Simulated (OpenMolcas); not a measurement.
An atom or ion with 73 electrons was computed by MS-CASPT2, IPEA 0.25 Eh, imaginary shift 0.1 Eh with spin-orbit coupling (OpenMolcas, ANO-RCC-VTZP, DKH2). The lowest levels that the run gave, each within 12 % of the measured value where one is at hand:

```
  J  Parity  E (cm-1)      g
1/2    even       0.0  3.198
3/2    even      1549  1.850
5/2    even      3250  1.646
7/2    even      4770  1.567
9/2    even      6110  1.524
5/2    even      7830  1.911
1/2    even      9650  2.380
3/2    even     11000  1.410
3/2    even     12440  0.670
5/2    even     13150  1.165
1/2    even     14230  0.478
7/2    even     14490  1.203
```

Which ion is it, and what are the configurations and terms?

W+ (Z = 74, charge +1; active space 5 electrons in 6 orbitals (5d 6s)). J, parity and g give the terms where levels are pure, and mixed ones are named by the computed weights; the size of the splittings, set against known spectra of the 73-electron sequence, gives the charge. In order, with the measured energies in cm-1 (NIST Handbook of Basic Atomic Spectroscopic Data): 5d4 6s 6D 1/2, 5d4 6s 6D 3/2 (1519), 5d4 6s 6D 5/2 (3172), 5d4 6s 6D 7/2 (4716), 5d4 6s 6D 9/2 (6147), 5d5 6S 5/2 (7420), 5d4 6s 4P 1/2(1) [64 %], 5d4 6s 4P 3/2(1) [57 %], 5d4 6s 4F 3/2(1) [72 %], 5d4 6s 4F 5/2(1) [68 %], 5d4 6s 4D 1/2(1) [68 %], 5d4 6s 4F 7/2(1) [68 %].

CASPT2 breaks the degeneracy within a term, and the mean is taken; among the terms shown or strongly mixed into the levels shown the widest spread is 160 cm-1 (5d4 6s 4F(1)). Blocks of more than 70 roots (2S+1 = 4 even, 2 even) ran without multistate coupling. Some high roots are left out of the spin-orbit mixing, which shifts the levels that they would mix with. Configurations are named by rounded mean occupations; where the s occupation lies near a half they are strongly mixed, a name can repeat and a true partner stay unpaired. A single d shell beside an s shell can misplace configurations of different d count against each other. Measured partners are found by configuration, term and J. A level has none where our copy of the source lacks it or the pairing is in doubt (some pairs that miss far off the trend of their configuration count as doubtful), and it then counts in no deviation. Only configurations of the active space appear.

A share in square brackets marks a mixed level and gives the weight of the term that names it. A number in round brackets counts repeated terms of one configuration in the order of the reference energies.
